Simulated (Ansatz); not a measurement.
One change: `C[S][AlH][Cl]` becomes `C[S][AlH][GeH3]`.

Ansatz, PBE0-D4/def2-TZVP geometries, multiplicity 1. Each molecule was computed in one conformer, which needn't be the lowest.

Scalar relativity is left out up to krypton.

| property | `C[S][AlH][Cl]` |
| --- | --- |
| HOMO energy (ωB97M-V/def2-TZVPP) / eV | -9.57 |
| size of the dipole moment (PBE/def2-TZVPP) / D | 2.45 |
| LUMO energy (PBE/def2-TZVPP) / eV | -1.85 |
| HOMO–LUMO gap (PBE0/def2-TZVPP) / eV | 6.30 |
| HOMO energy (B3LYP/def2-TZVPP) / eV | -7.17 |
| HOMO energy (PBE/def2-TZVPP) / eV | -6.25 |

**Question.** Give the same properties after the change, and the shifts. (Best estimate.)

**Answer.** Computed: 
| property | `C[S][AlH][GeH3]` | shift |
| --- | --- | --- |
| HOMO energy (ωB97M-V/def2-TZVPP) / eV | -9.45 | 0.12 |
| size of the dipole moment (PBE/def2-TZVPP) / D | 1.24 | -1.21 |
| LUMO energy (PBE/def2-TZVPP) / eV | -2.35 | -0.50 |
| HOMO–LUMO gap (PBE0/def2-TZVPP) / eV | 5.64 | -0.66 |
| HOMO energy (B3LYP/def2-TZVPP) / eV | -7.05 | 0.12 |
| HOMO energy (PBE/def2-TZVPP) / eV | -6.16 | 0.09 |

With PBE0 the HOMO rises by 0.13 eV and the LUMO falls by 0.54 eV, so the gap narrows by about 0.67 eV. PBE moves the HOMO by 0.09 eV and ωB97M-V by 0.12 eV. Dipoles are sizes alone; their direction can turn.

B3LYP here is the variant with VWN-RPA as its local correlation; programs differ in this.
